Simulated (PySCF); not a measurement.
**Electronic structure of Ga (gallium, neutral) at the UHF level**

Configuration: [Ar] 3d10 4s1 4p1 5s1, high-spin 4P determinant (an excited configuration). All numbers are calculated (PySCF 2.14, scalar relativity through the core potential, in aug-cc-pVTZ-PP with ECP10MDF (6s5p4d2f, 55 functions)).

```json
{
  "Total energy": "-258.035104 hartree",
  "One-electron energy": "-459.0240 hartree",
  "Hartree (Coulomb) energy": "222.6852 hartree",
  "Exchange energy": "-21.6963 hartree",
  "⟨S²⟩": "3.7514",
  "⟨L²⟩": "2.039",
  "Sum of ⟨r⟩": "25.43 bohr",
  "Sum of ⟨r²⟩": "81.90 bohr²",
  "Traceless quadrupole moment −½Σ⟨3z² − r²⟩ along its main axis": "-1.76 e·bohr²"
}
```

```json
{"shell": "3s α", "electrons": "1", "mean orbital energy (hartree)": "-6.79945", "spread (hartree)": "0", "rms radius, mean of both spins (bohr)": "0.701"}
{"shell": "3s β", "electrons": "1", "mean orbital energy (hartree)": "-6.78133", "spread (hartree)": "0", "rms radius, mean of both spins (bohr)": "0.701"}
{"shell": "3p α", "electrons": "3", "mean orbital energy (hartree)": "-4.77902", "spread (hartree)": "0.00322", "rms radius, mean of both spins (bohr)": "0.738"}
{"shell": "3p β", "electrons": "3", "mean orbital energy (hartree)": "-4.77050", "spread (hartree)": "0.01499", "rms radius, mean of both spins (bohr)": "0.738"}
{"shell": "3d α", "electrons": "5", "mean orbital energy (hartree)": "-1.37092", "spread (hartree)": "0.01160", "rms radius, mean of both spins (bohr)": "0.888"}
{"shell": "3d β", "electrons": "5", "mean orbital energy (hartree)": "-1.36342", "spread (hartree)": "0.01693", "rms radius, mean of both spins (bohr)": "0.888"}
{"shell": "4s α", "electrons": "1", "mean orbital energy (hartree)": "-0.66572", "spread (hartree)": "0", "rms radius, mean of both spins (bohr)": "2.42"}
{"shell": "4p α", "electrons": "1", "mean orbital energy (hartree)": "-0.37355", "spread (hartree)": "0", "rms radius, mean of both spins (bohr)": "3.08"}
{"shell": "5s α", "electrons": "1", "mean orbital energy (hartree)": "-0.10591", "spread (hartree)": "0", "rms radius, mean of both spins (bohr)": "7.38"}
```

Energies and moments cover only the electrons outside the core potential. The outer electron is Rydberg-like, and this basis confines it to a smaller radius and binds it less than a complete one would.
